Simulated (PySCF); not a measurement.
# Electron correlation in Cl (chlorine, neutral)

[Ne] 3s2 3p5, 2P determinant. Computed with PySCF 2.14 in cc-pVDZ-DK, with scalar relativity by spin-free X2C-1e. Frozen: [Ne]; 7 electrons correlated.

MP2 pair energies summed by pair of shells (mhartree):

```
 pair  energy  share (%)
3p-3p  -72.13       65.6
3s-3p  -30.73       28.0
3s-3s   -7.01        6.4
```

Total MP2 correlation energy: -109.87 mhartree.

Same-spin part -27.67 and opposite-spin part -82.20 mhartree; SCS-MP2 scales them by 1/3 and 6/5 to -107.86 mhartree.

| level | correlation energy (mhartree) |
| --- | --- |
| CCSD | -126.61 |
| (T) | -1.15 |
| CCSD(T) | -127.76 |

Diagnostics: T1 = 0.0049, D1 = 0.0172, largest double amplitude 0.050.

Is a single reference adequate?

Yes: T1 lies below 0.03 and no double amplitude reaches 0.07.
